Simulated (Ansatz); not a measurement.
Geometry optimisation, RKS PBE0-D4/def2-mTZVP in Ansatz 0.2.0.

input.yaml

```yaml
crystal:
  periodic: [false, false, false]
  atoms:
    - { symbol: B, position_ang: [-0.61432, 1.09138, -1.12962] }
    - { symbol: C, position_ang: [0.14857, 0.08024, -0.56599] }
    - { symbol: C, position_ang: [0.3087, -0.37556, 0.84201] }
    - { symbol: Cl, position_ang: [-0.60029, -1.91885, 1.13008] }
    - { symbol: H, position_ang: [-0.39127, 0.99082, -0.30615] }
    - { symbol: H, position_ang: [0.71252, -0.53659, -1.26411] }
    - { symbol: H, position_ang: [-0.09751, 0.34157, 1.55305] }
    - { symbol: H, position_ang: [1.34566, -0.60593, 1.08596] }
basis:
  gaussian: { orbitals: def2-mTZVP }
hamiltonian:
  xc: pbe0
  dispersion: d4
relax:
  f_tol: 0.02
  max_steps: 50
output:
  orbitals: {}
```

Run as:

```bash
$ ansatz run input.yaml --threads 2 --pin off --max-ram 3072MiB --backend cpu --events-out ev --progress --plain --runs-dir out
```

Q: Where does it end, and by what steps?

A: The run converged. After 11 steps the energy has fallen by 7.322 eV; H5 moved furthest, 1.13 Å. The start is strongly strained (largest force component 22 eV/Å), so its close contacts needn't be bonds. Parted: B1–H5 (0.86 → 2.13 Å).

```csv
step,energy less start (eV),largest force component (eV/Å),accepted
0,0.0000,21.947,yes
1,-4.1601,5.167,yes
2,-5.7561,2.828,yes
3,-6.4889,1.401,yes
4,-6.9398,0.879,yes
5,-7.1903,0.718,yes
6,-7.2629,0.938,yes
7,-7.3119,0.559,yes
8,-7.3200,0.081,yes
9,-7.3207,0.077,yes
10,-7.3214,0.025,yes
11,-7.3217,0.015,yes
```

```xyz
8
Properties=species:S:1:pos:R:3
B -1.277 0.593 -1.012
C 0.150 0.259 -0.502
C 0.219 -0.364 0.881
Cl -0.572 -1.985 0.894
H 0.695 1.219 -0.501
H 0.649 -0.380 -1.244
H -0.297 0.241 1.624
H 1.246 -0.517 1.205
```

Whether the end is a true minimum wasn't checked by a vibrational analysis.

Run time: 15 s on 2 threads of Intel(R) Xeon(R) 6975P-C (Granite Rapids), on a shared host, peak memory 0.19 GiB.
